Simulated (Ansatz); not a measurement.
`C[C@]1(Cl)[SiH2][C@@H]1F` → `C=C(CCl)[SiH2]F`  (isomerisation)

Program: Ansatz. Geometries: PBE0-D4/def2-TZVP. ΔE: electronic, gas phase. CCSD(T)/CBS adds triple-zeta CCSD(T) − MP2 to the extrapolated MP2 energy (def2 sets, frozen cores). Functionals use def2-TZVPP. B3LYP here is the variant with VWN-RPA as its local correlation; programs differ in this. One conformer a species, not always the lowest.

Question: Is it downhill or uphill in electronic energy at CCSD(T)/CBS, and by how much? (Best estimate.)

Answer: Computed: Downhill: ΔE = -281.3 kJ/mol.

Question: What do these levels give: ωB97X-V, B2PLYP, B3LYP, CCSD/def2-TZVPP, HF/def2-QZVPP, CCSD/CBS(def2)? (Estimate.)

Answer: Ansatz gave: ωB97X-V -260.7, B2PLYP -282.0, B3LYP -278.4, CCSD/def2-TZVPP -284.5, HF/def2-QZVPP -320.5, CCSD/CBS(def2) -286.2 kJ/mol.

Largest T1 diagnostic among the species: 0.012.

From PBE to PBE0 (25 % exact exchange), in def2-TZVPP and without D4, ΔE moves by −8.9 kJ/mol. In def2-TZVPP, CCSD(T) changes the Hartree–Fock value by +39.0 kJ/mol (the triples alone add +4.9 kJ/mol) and MP2 by +37.7 kJ/mol.
